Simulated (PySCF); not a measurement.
C₃H₉ClOSi, SMILES OCCC[SiH2]Cl.

The structure is a stationary point at ωB97X-D3(BJ)/def2-SVP. This is a generated structure with no PubChem entry under its InChIKey; it may be hypothetical. Other conformers were not sampled.

All values below come from TDA-PBE0/def2-SVPD (PySCF).

Vertical excitations. Isolated molecule, no solvent.

```json
[
 {"state": "S1", "energy (eV)": "6.95", "λ (nm)": "178", "f": "0.006", "main pairs": "HOMO→LUMO 78 %, HOMO→LUMO+1 12 %"},
 {"state": "S2", "energy (eV)": "7.13", "λ (nm)": "174", "f": "0.005", "main pairs": "HOMO−1→LUMO 74 %, HOMO→LUMO+1 15 %"},
 {"state": "S3", "energy (eV)": "7.38", "λ (nm)": "168", "f": "0.009", "main pairs": "HOMO−2→LUMO 79 %, HOMO−2→LUMO+1 19 %"},
 {"state": "S4", "energy (eV)": "7.44", "λ (nm)": "167", "f": "0.004", "main pairs": "HOMO→LUMO+1 59 %, HOMO−1→LUMO 16 %, HOMO→LUMO 14 %"},
 {"state": "S5", "energy (eV)": "7.71", "λ (nm)": "161", "f": "0.004", "main pairs": "HOMO−1→LUMO+1 80 %"},
 {"state": "S6", "energy (eV)": "8.06", "λ (nm)": "154", "f": "0.002", "main pairs": "HOMO−2→LUMO+1 67 %, HOMO−2→LUMO 14 %"},
 {"state": "T1", "energy (eV)": "6.67", "λ (nm)": "186", "f": "0", "main pairs": "HOMO→LUMO 65 %, HOMO→LUMO+1 18 %"},
 {"state": "T2", "energy (eV)": "6.79", "λ (nm)": "183", "f": "0", "main pairs": "HOMO−1→LUMO 70 %, HOMO→LUMO+1 16 %"}
]
```
Triplets are in the Tamm–Dancoff approximation.
